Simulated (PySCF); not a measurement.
**PySCF run on HBr**

File input.py (PySCF 2.14):

```python
from pyscf import gto, scf, tdscf

mol = gto.M(
    atom='H 0 0 0; Br 0 0 1.65',
    basis='6-311++g**',
    charge=0,
    spin=0,
    verbose=4,
)
mf = scf.RHF(mol)
mf.kernel()
td = tdscf.TDA(mf)
td.nstates = 6
td.kernel()
td.analyze()
mf.dip_moment()
print('orbital energies (hartree):', mf.mo_energy[..., max(0, mol.nelec[1]-3):mol.nelec[0]+3].round(4))
```

```bash
$ OMP_NUM_THREADS=1 python input.py
```

Output (some set-up lines and the per-cycle HOMO/LUMO lines with their warnings removed):

```
PySCF version 2.14.0

[INPUT] Symbol           X                Y                Z      unit          X                Y                Z       unit  Magmom
[INPUT]  1 H      0.000000000000   0.000000000000   0.000000000000 AA    0.000000000000   0.000000000000   0.000000000000 Bohr   0.0
[INPUT]  2 Br     0.000000000000   0.000000000000   1.650000000000 AA    0.000000000000   0.000000000000   3.118048105532 Bohr   0.0

nuclear repulsion = 11.2249711407273
number of shells = 23
number of NR pGTOs = 93
number of NR cGTOs = 51
basis = 6-311++g**
ecp = {}

******** <class 'pyscf.scf.hf.RHF'> ********
method = RHF
initial guess = minao
damping factor = 0
level_shift factor = 0
DIIS = <class 'pyscf.scf.diis.CDIIS'>
SCF conv_tol = 1e-09
SCF max_cycles = 50
Initial guess from minao.
init E= -2569.11925189363
cycle= 1 E= -2572.90506656405  delta_E= -3.79  |g|= 1.05  |ddm|= 0.983
cycle= 2 E= -2572.93071708421  delta_E= -0.0257  |g|= 0.256  |ddm|= 0.312
cycle= 3 E= -2572.93389834622  delta_E= -0.00318  |g|= 0.0682  |ddm|= 0.0942
cycle= 4 E= -2572.9342208471  delta_E= -0.000323  |g|= 0.0107  |ddm|= 0.0295
cycle= 5 E= -2572.9342634928  delta_E= -4.26e-05  |g|= 0.00338  |ddm|= 0.0133
cycle= 6 E= -2572.93426872031  delta_E= -5.23e-06  |g|= 0.000373  |ddm|= 0.00586
cycle= 7 E= -2572.93426879729  delta_E= -7.7e-08  |g|= 7.81e-05  |ddm|= 0.000766
cycle= 8 E= -2572.93426880032  delta_E= -3.03e-09  |g|= 1.13e-05  |ddm|= 0.000149
cycle= 9 E= -2572.93426880037  delta_E= -4.82e-11  |g|= 1.88e-06  |ddm|= 2.04e-05
Extra cycle  E= -2572.93426880038  delta_E= -5.46e-12  |g|= 9.01e-07  |ddm|= 2.1e-06
converged SCF energy = -2572.93426880038

******** <class 'pyscf.tdscf.rhf.TDA'> for <class 'pyscf.scf.hf.RHF'> ********
nstates = 6 singlet
deg_eia_thresh = 1.000e-03
wfnsym = None
conv_tol = 1e-05
eigh lindep = 1e-12
eigh level_shift = 0
eigh max_cycle = 100

Excitation energies (eV)
[ 5.68558224  5.68558225  9.33812557  9.33812557 10.18864588 12.77062272]

** Singlet excitation energies and oscillator strengths **
Excited State   1:      5.68558 eV    218.07 nm  f=0.0015
      18 -> 19       -0.59688
      18 -> 20       -0.36743
Excited State   2:      5.68558 eV    218.07 nm  f=0.0015
      17 -> 19       -0.59688
      17 -> 20       -0.36743
Excited State   3:      9.33813 eV    132.77 nm  f=0.1264
      18 -> 19       -0.37157
      18 -> 20        0.59418
Excited State   4:      9.33813 eV    132.77 nm  f=0.1264
      17 -> 19        0.37157
      17 -> 20       -0.59418
Excited State   5:     10.18865 eV    121.69 nm  f=0.8658
      16 -> 19       -0.67935
      16 -> 20       -0.13032
Excited State   6:     12.77062 eV     97.09 nm  f=0.2931
      16 -> 19        0.14833
      16 -> 20       -0.67902

** Transition electric dipole moments (AU) **
state          X           Y           Z        Dip. S.      Osc.
  1        -0.0499     -0.0916      0.0000      0.0109      0.0015
  2        -0.0916      0.0499     -0.0000      0.0109      0.0015
  3        -0.3550     -0.6531      0.0000      0.5525      0.1264
  4         0.6531     -0.3550      0.0000      0.5525      0.1264
  5         0.0000     -0.0000     -1.8624      3.4686      0.8658
  6        -0.0000     -0.0000     -0.9680      0.9369      0.2931

** Transition velocity dipole moments (imaginary part, AU) **
state          X           Y           Z        Dip. S.      Osc.
  1        -0.0452     -0.0830     -0.0000      0.0089      0.0285
  2        -0.0830      0.0452      0.0000      0.0089      0.0285
  3        -0.1027     -0.1889      0.0000      0.0462      0.0898
  4         0.1889     -0.1027      0.0000      0.0462      0.0898
  5         0.0000     -0.0000     -0.5142      0.2644      0.4708
  6        -0.0000      0.0000     -0.2572      0.0662      0.0940

** Transition magnetic dipole moments (imaginary part, AU) **
state          X           Y           Z
  1         0.4759     -0.2594     -0.0000
  2        -0.2594     -0.4759     -0.0000
  3        -0.1742      0.0947     -0.0000
  4        -0.0947     -0.1742     -0.0000
  5         0.0000      0.0000      0.0000
  6        -0.0000      0.0000      0.0000
Dipole moment(X, Y, Z, Debye):  0.00000,  0.00000, -1.27750
orbital energies (hartree): [-0.5422 -0.4309 -0.4309  0.0373  0.1058  0.3953]
```

In short: E(SCF) = -2572.934269 Eh, 9 cycles, μz(SCF) = -1.28 D, first singlet excitations without spin–orbit coupling 5.69, 5.69, 9.34, 9.34, 10.19 eV.

Hardware: Arm Neoverse V1, 1 thread, shared host. Wall time 1.8 s, peak memory 0.12 GiB.

Stability towards an unrestricted solution was not tested. The bond length is a typed value, not an optimised one.
